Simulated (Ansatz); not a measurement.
Species: AlI₃, SMILES `[I][Al]([I])[I]` (charge 0, multiplicity 1), formula AlI3.

### Question
How many basis functions does Ansatz (a first-principles code) with frozen-core CCSD(T)/def2-TZVPP // PBE0-D3(BJ)/def2-TZVP use, how many core orbitals are frozen, and how many electrons are correlated?

### Answer
192 basis functions and 17 frozen orbitals, which leaves 54 correlated electrons (filled d shells below the valence shell are correlated). Core time is of the order of minutes.
